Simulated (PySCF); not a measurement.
A structure optimised at PBE0-D3(BJ)/def2-TZVPD, used in a PySCF frequency run:

```xyz
2

Hf     0.0000     0.0000    -0.1722
O      0.0000     0.0000     1.5497
```

**Question.** Write its SMILES, formula and point group.

**Answer.** [O]=[Hf], HfO, C∞v

**Question.** What are its rotational constants (standard atomic weights)?

**Answer.** 11.609 GHz (linear rotor, B only)
